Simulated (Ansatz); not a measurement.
Job for Ansatz (a program for electronic structure): U-CAM-B3LYP/def2-TZVPP on H9Si4 (SMILES [SiH3][Si]([SiH3])[SiH3]).

Ansatz 0.2 input:
```yaml
crystal:
  periodic: [false, false, false]
  atoms:
    - {symbol: Si, position_ang: [-0.65664235, 2.08018282, -0.63106242]}
    - {symbol: Si, position_ang: [0.12328643, -0.11555980, -0.54311781]}
    - {symbol: Si, position_ang: [2.17192908, -0.39036172, 0.53617178]}
    - {symbol: Si, position_ang: [-1.49077548, -1.71272417, -0.01289275]}
    - {symbol: H, position_ang: [0.40019991, 2.96830637, -1.17230949]}
    - {symbol: H, position_ang: [-1.03776597, 2.57619985, 0.71671676]}
    - {symbol: H, position_ang: [-1.84900349, 2.15570121, -1.50924577]}
    - {symbol: H, position_ang: [3.16891021, 0.55011112, -0.02966213]}
    - {symbol: H, position_ang: [2.65651454, -1.77926890, 0.34978479]}
    - {symbol: H, position_ang: [2.05785837, -0.12778525, 1.99419642]}
    - {symbol: H, position_ang: [-0.92857764, -3.07361166, -0.18766681]}
    - {symbol: H, position_ang: [-2.66535747, -1.55611996, -0.90422208]}
    - {symbol: H, position_ang: [-1.95057613, -1.57496992, 1.39330951]}
basis:
  gaussian:
    orbitals: def2-TZVPP
hamiltonian:
  xc: {name: CAM-B3LYP}
magnetization: {spin_polarized: true, initial_magnetization: 1}
```

Program output:

```
WARN ansatz: RAYON_NUM_THREADS=4 ignored (pool sized by the plan → 4); use --threads N
Functional definition: CAM-B3LYP
integrals: 0.41 GiB planned
1695 factors; their error is unknown
integrals: 0.45 GiB planned
441 factors; integrals over basis functions are off by at most 1.6e-5 eV
mean field: 3.90 GiB planned
mean field evaluation 1: about -31656.4954 eV, gradient 8.5e0 eV
mean field evaluation 2: about -31657.0820 eV, gradient 3.1e0 eV
mean field evaluation 4: about -31657.1535 eV, gradient 2.8e-1 eV
mean field evaluation 8: about -31657.1848 eV, gradient 4.6e-2 eV
mean field evaluation 16: about -31657.1849 eV, gradient 4.5e-5 eV
mean field -31657.18486463 eV, -1163.3800857646 hartree, gradient 4.5e-5 eV, S^2 0.754600; 0 other end points of the search recorded, 0 dependent functions left out
reference -31657.18503804 eV, -1163.3800921372 hartree; 33, 32 occupied and 261, 262 virtual orbitals, 1695 factors
Total energy: -31657.18503804 eV, -1163.3800921372 hartree
```

The calculation finished and met its thresholds.

Cost: about 19 core-seconds (a rough figure).
